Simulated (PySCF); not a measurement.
Results of a calculation; reference values are marked as such.
# Si3H3OF4

The system: Si3H3OF4, a small molecule (built as: Si site whose three back bonds go to SiH3, F, OSiF3); neutral, doublet. The structure, one conformer, was relaxed in the gas phase by PBE0-D3(BJ)/def2-SVP. No frequency run checks that it is a minimum.

SMILES: F[Si]([SiH3])O[Si](F)(F)F

| atom | x (Å) | y (Å) | z (Å) |
| --- | --- | --- | --- |
| Si1 | 0.404 | -0.479 | -1.354 |
| Si2 | 2.240 | 0.394 | -0.133 |
| F3 | 0.314 | -2.084 | -1.083 |
| O4 | -0.993 | 0.163 | -0.692 |
| Si5 | -2.141 | 0.074 | 0.439 |
| F6 | -3.155 | -1.122 | 0.166 |
| F7 | -2.976 | 1.429 | 0.473 |
| F8 | -1.489 | -0.147 | 1.878 |
| H9 | 3.495 | -0.232 | -0.643 |
| H10 | 2.068 | 0.108 | 1.324 |
| H11 | 2.265 | 1.868 | -0.366 |

EPR values by unrestricted B3LYP, IGLO-III on F O Si, pcH-1 on H.

Question: Predict g and the largest hyperfine couplings. Where does the spin sit?

Answer: g = 1.9998, 2.0022, 2.0027. The spin sits on Si1 (77 %, bonded to 1 F + 1 O + 1 Si) by Mulliken populations.
| atom | isotope | isotropic (MHz) | dipolar, principal values (MHz) |
| --- | --- | --- | --- |
| Si1 | 29Si | -719.2 | -134.3, 64.5, 69.8 |
| F3 | 19F | 134.4 | -112.5, -106.1, 218.6 |
| Si2 | 29Si | -178.6 | -44.8, 21.2, 23.7 |
| O4 | 17O | -48.1 | -15.2, 7.0, 8.2 |
| H10 | 1H | 55.7 | -3.5, 0.1, 3.3 |
| Si5 | 29Si | -24.1 | -3.2, 1.6, 1.7 |

Question: How do the isotropic couplings move with BHandHLYP?

Answer: Si1 -719.2 to -751.8 MHz, F3 134.4 to 164.6 MHz, Si2 -178.6 to -177.9 MHz, O4 -48.1 to -50.2 MHz.
